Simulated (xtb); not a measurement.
C₃H₆BBr, SMILES C=CB(C)Br. All values are semi-empirical tight-binding results from xtb (GFN2-xTB unless named), good for trends rather than for accurate numbers. Geometry: GFN2-xTB. The values are those of a single conformer.

Optimised geometry:

```xyz
11

B      0.2118     0.4100    -0.3776
Br    -0.3207    -0.5613     1.1517
C      0.6624     1.9109    -0.2097
H      1.4578     2.1978    -0.8949
H      0.9880     2.1503     0.8017
H     -0.1804     2.5716    -0.4278
C      0.1343    -0.3160    -1.7442
C      0.3836     0.2471    -2.9266
H     -0.1604    -1.3620    -1.7516
H      0.3020    -0.2948    -3.8557
H      0.6760     1.2817    -3.0107
```
Charge 0, spin multiplicity 1.

```
Property                                        Result
---------------------------------------  -------------
orbital gap                                    3.01 eV
zero-point energy                        51.5 kcal/mol
G − E(el) at 298.15 K (modified RRHO)    31.2 kcal/mol
static polarisability (D4 model)            68.8 bohr³
solvation energy, GFN2-xTB/ALPB(water)   -1.6 kcal/mol
solvation energy, GFN2-xTB/ALPB(ch2cl2)  -5.4 kcal/mol
```

Computed atomic charges and the Wiberg bond orders between heavy atoms:
charges (e) B1 0.32, Br2 -0.22, C3 -0.19, H4 0.04, H5 0.04, H6 0.05, C7 -0.11, C8 -0.06, H9 0.04, H10 0.05, H11 0.04. Bond orders B1–Br2 1.09, B1–C3 1.05, B1–C7 1.08, C7–C8 1.91.
